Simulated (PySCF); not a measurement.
Isomers of C4H13B2N, one conformer each; single-point electronic energies without zero-point terms and without any empirical dispersion term.

Computed with PySCF at PBE0/pcSseg-1, non-relativistic, each on one gas-phase PBE0-D3(BJ)/def2-SVP geometry that isn't relaxed in the solvent. The solvent is an IEF-PCM continuum (cavity from Bondi-type radii × 1.2). The model holds no explicit solvent molecules, cavitation or dispersion.

| isomer | relative energy, gas (kcal/mol) | dipole (D) |
| --- | --- | --- |
| `CC(C)(C)BNB` | 0.0 | 1.47 |
| `BN(B)C(C)(C)C` | 16.3 | 1.89 |

Question: How do the relative energies look in chloroform (ε = 4.711)?

Answer: 
```csv
isomer,"relative energy, solvent (kcal/mol)",E(solvent) − E(gas) (kcal/mol),dipole in solvent (D)
`CC(C)(C)BNB`,0.0,-1.4,1.79
`BN(B)C(C)(C)C`,16.7,-1.0,2.29
```

The order is unchanged. Conformers: `[BH2:1][NH:2][BH:3][C:4]([CH3:5])([CH3:6])[CH3:7]` with B1–N2–B3–C4 180°. `CC(C)(C)BNB` gains most from the continuum, while `BN(B)C(C)(C)C` has the largest gas-phase dipole. The gains span 0.4 kcal/mol, the gas-phase energies 16.3 kcal/mol.
